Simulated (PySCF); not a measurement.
HO₄S, SMILES [O]S(=O)(=O)O (connectivity only; charge and spin as stated), charge -1, multiplicity 1.

The structure is a stationary point at PBE0-D3(BJ)/def2-SVPD. The multiplicity is an assumed one; other spin states were not compared. The isomer is the one that the SMILES or the coordinates give; other isomers of the formula were not compared. One conformer was computed; it need not be the lowest.

Method: PBE0-D3(BJ)/def2-SVPD (PySCF).

Frequencies are harmonic and unscaled.

```json
[
 {"mode": "1", "ν (cm⁻¹)": "65", "IR (km/mol)": "67.9", "moving atoms (share of kinetic energy)": "H 85 %, O 15 %"},
 {"mode": "2", "ν (cm⁻¹)": "369", "IR (km/mol)": "4.3", "moving atoms (share of kinetic energy)": "O 89 %, H 10 %"},
 {"mode": "3", "ν (cm⁻¹)": "372", "IR (km/mol)": "3.7", "moving atoms (share of kinetic energy)": "O 92 %"},
 {"mode": "4", "ν (cm⁻¹)": "525", "IR (km/mol)": "31.8", "moving atoms (share of kinetic energy)": "O 77 %, S 20 %"},
 {"mode": "5", "ν (cm⁻¹)": "540", "IR (km/mol)": "34.8", "moving atoms (share of kinetic energy)": "O 80 %, S 20 %"},
 {"mode": "6", "ν (cm⁻¹)": "542", "IR (km/mol)": "8.3", "moving atoms (share of kinetic energy)": "O 89 %, S 9 %"},
 {"mode": "7", "ν (cm⁻¹)": "721", "IR (km/mol)": "267.4", "moving atoms (share of kinetic energy)": "O 52 %, S 47 %"},
 {"mode": "8", "ν (cm⁻¹)": "1023", "IR (km/mol)": "65.3", "moving atoms (share of kinetic energy)": "O 87 %, S 11 %"},
 {"mode": "9", "ν (cm⁻¹)": "1103", "IR (km/mol)": "173.0", "moving atoms (share of kinetic energy)": "H 64 %, O 32 %"},
 {"mode": "10", "ν (cm⁻¹)": "1252", "IR (km/mol)": "378.7", "moving atoms (share of kinetic energy)": "O 55 %, S 45 %"},
 {"mode": "11", "ν (cm⁻¹)": "1262", "IR (km/mol)": "328.2", "moving atoms (share of kinetic energy)": "S 41 %, O 39 %, H 20 %"},
 {"mode": "12", "ν (cm⁻¹)": "3883", "IR (km/mol)": "56.4", "moving atoms (share of kinetic energy)": "H 94 %"}
]
```
